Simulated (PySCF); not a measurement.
B(F)(Br)(vinyl) (C2H3BBrF), SMILES C=CB(F)Br. Coordinates come from a PBE0-D3(BJ)/def2-SVP optimisation. The structure was generated by enumeration, and PubChem lists no compound with its InChIKey, so it may never have been made. Other conformers were not sampled.

Computed equilibrium geometry at PBE0-D3(BJ)/def2-SVP (PySCF confirms it by a frequency run) as a Z-matrix, and its point group (one conformer of several):
point group Cs.
```
C
C 1 1.3406
H 2 1.0948 1 122.16
H 2 1.0954 3 116.80 1 180.00
H 1 1.0973 2 118.74 3 0.00
B 1 1.5447 5 117.14 2 180.00
F 6 1.3196 1 120.46 5 0.00
Br 6 1.9235 7 116.70 1 180.00
```
Charge 0, spin multiplicity 1.
